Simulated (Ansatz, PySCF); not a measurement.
Gas-phase reaction (SMILES): C=CC(=C)C[SiH3] + 7 [H][H] (H2) → 5 C (CH4) + [SiH4] (SiH4); energy of full hydrogenation.

Structures are relaxed separately at B3LYP-D3(BJ)/def2-TZVP in Ansatz (a program for electronic structure), one conformer each, not searched for the lowest. Cores are frozen in the correlated levels unless marked. Spin-orbit coupling is left out. Non-relativistic. CBS(X,Y): correlation extrapolated as X^-3; Hartree-Fock from the larger set. Unstable Hartree-Fock reference: C=CC(=C)C[SiH3]. Thermal terms are rigid-rotor harmonic-oscillator values from B3LYP-D3(BJ) frequencies (Ansatz or PySCF) at 298.15 K and 1 atm. 1 Eh = 627.5095 kcal/mol.

| species | E, CCSD(T)/CBS(cc-pV(T+d)Z,cc-pV(Q+d)Z) (Ansatz) (Eh) | E, r2SCAN-D4/def2-TZVPD (Ansatz + dftd4) (Eh) | H - E (Eh) |
|---|---|---|---|
| C=CC(=C)C[SiH3] | -485.30230 | -485.92848 | 0.13752 |
| [H][H] (H2) | -1.17450 | -1.17100 | 0.01336 |
| C (CH4) | -40.45816 | -40.49957 | 0.04840 |
| [SiH4] (SiH4) | -291.45815 | -291.85367 | 0.03520 |

Problem. Work out ΔE and ΔH at 298.15 K at the first level, then ΔH at the second.

Solution. 
1. ΔE = [5×(-40.45816) + (-291.45815)] - [(-485.30230) + 7×(-1.17450)] = -0.22515 Eh = -141.3 kcal/mol at CCSD(T)/CBS(cc-pV(T+d)Z,cc-pV(Q+d)Z).
2. The terms H - E add up to 0.04616 Eh, so ΔH = (-0.22515 + (0.04616))×627.5095 = -112.3 kcal/mol.
3. At r2SCAN-D4/def2-TZVPD the same steps give ΔE = -141.8 and ΔH = -112.9 kcal/mol, a shift of -0.6 from the first level.
4. These values are not checked against measurement here, since the tables used lack a sound gas-phase enthalpy of formation for at least one species.
